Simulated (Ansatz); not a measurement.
`SC[TeH]` + `[SiH3][SeH]` → `[SeH][SiH2][TeH]` + CH₃SH at 298.15 K and 1 bar (formal exchange of groups at a Te–C bond).

Isolated molecules relaxed with PBE0-D4/def2-TZVP in Ansatz; ΔE leaves out vibrations. CCSD(T)/CBS is the MP2 limit (def2-TZVPP, def2-QZVPP) plus CCSD(T) − MP2 in def2-TZVPP, frozen cores. This one scheme is used for every species. Elements past krypton have def2 core potentials. For Se, Te outer-core shells are correlated without core-valence functions, which leaves a few kJ/mol of doubt a bond. Scalar relativity is left out up to krypton. Each species was taken in one conformer, which may not be the lowest.

| species | CCSD(T)/CBS energy (Eh) | H − E (kJ/mol) | S (J/(mol·K)) |
| --- | --- | --- | --- |
| `SC[TeH]` | -705.94284 | 129.8 | 319.0 |
| `[SiH3][SeH]` | -2692.20088 | 99.8 | 286.6 |
| `[SeH][SiH2][TeH]` | -2959.95331 | 104.3 | 356.2 |
| CH₃SH | -438.22835 | 133.0 | 253.2 |

H − E and S are ideal-gas, rigid-rotor, harmonic terms from PBE0-D4/def2-TZVP, for one conformer and one mirror image of each species. 1 Eh = 2625.50 kJ/mol, R = 8.31446 J/(mol·K).

Task: By hand: ΔE, ΔH, ΔS and ΔG.

Result: ΔE = (-2959.95331) + (-438.22835) − (-705.94284) − (-2692.20088) = -0.03794 Eh = -99.6 kJ/mol. Δ(H − E) = 104.3 + 133.0 − 129.8 − 99.8 = 7.7, so ΔH = -91.9 kJ/mol. ΔS = 356.2 + 253.2 − 319.0 − 286.6 = 3.8 J/(mol·K). ΔG = -91.9 − 298.15 × (3.8)/1000 = -93.0 kJ/mol.

Task: By hand: the equilibrium constant, and the temperature at which ΔG would vanish if ΔH and ΔS stayed fixed.

Result: log₁₀ K = −ΔG/(RT ln 10) = 16.3. ΔH and −TΔS have one sign here, so there is no such temperature.

The number of gas molecules stays the same, so ΔS is small and ΔH decides. A doubt of 5 kJ/mol in ΔE shifts log₁₀ K by 0.9 here. Other conformers and mirror images would add mixing entropy, several J/(mol·K) or more a flexible species. These are equilibria of isolated gas molecules and say nothing of rates. Largest T1 diagnostic: 0.011 (customary marks: 0.02 for closed shells, 0.045 for open ones).

ΔS is within the doubt of such terms, so its sign, and with it that verdict, could turn.
